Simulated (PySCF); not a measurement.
Start geometry of `C=C1C[SiH2]S1` from a GFN2-xTB structure with every atom displaced at random (by about 0.01 Å) (Å):
```
atom  x, y, z in Å
C1     1.9787   -0.6001    0.1200
C2     0.6445   -0.4120    0.0922
C3    -0.1642    0.8297   -0.2352
Si4   -1.8128    0.0191    0.0275
S5    -0.5582   -1.6761    0.4486
H6     2.3996   -1.5161    0.3621
H7     2.6340    0.2373   -0.1177
H8     0.1147    1.6546    0.4489
H9     0.0613    1.1918   -1.2180
H10   -2.6015    0.4395    1.2122
H11   -2.6580   -0.1935   -1.1564
```

Question: What comes out of this run: PBE0-D3(BJ)/def2-SVP geometry optimisation, gas phase (PySCF)?

Answer: 
```
atom  x, y, z in Å
C1     1.966   -0.489    0.403
C2     0.659   -0.404    0.150
C3    -0.136    0.811   -0.299
Si4   -1.798   -0.083   -0.164
S5    -0.516   -1.756    0.311
H6     2.430   -1.420    0.736
H7     2.604    0.389    0.277
H8     0.007    1.683    0.357
H9     0.119    1.111   -1.329
H10   -2.701    0.356    0.940
H11   -2.602   -0.232   -1.412
```

The energy falls by 3.2 kcal/mol over 6 energy and gradient evaluations, the largest force component goes from 0.0447 to 3.1e-04 Eh/bohr, and the atoms move by 0.087 Å rms after alignment. The bond that changes most is C1–H6 (terminal =CH2 carbon to vinylic hydrogen), which lengthens by 0.055 Å. Bonds longer at the end by more than 0.005 Å: 7 of 11; shorter: 2. Among the angles that change most is Si4–C3–H9, from 117.7° to 113.5°. Among the dihedrals that turn most is C1–C2–C3–H9, from 58° to 69°. Rotational constants go from 5560, 2923, 1984 to 5394, 2924, 1967 MHz. The orientation of the end geometry is arbitrary; only internal coordinates are fixed.

The run used 108 basis functions and 41 SCF cycles in all. The run took 26 s of wall time on Arm Neoverse V1, one thread, no GPU, shared host with 64 logical CPUs at a one-minute load of 28, and the process peaked at 0.45 GiB of memory.

Not checked by PBE0-D3(BJ)/def2-SVP frequencies.
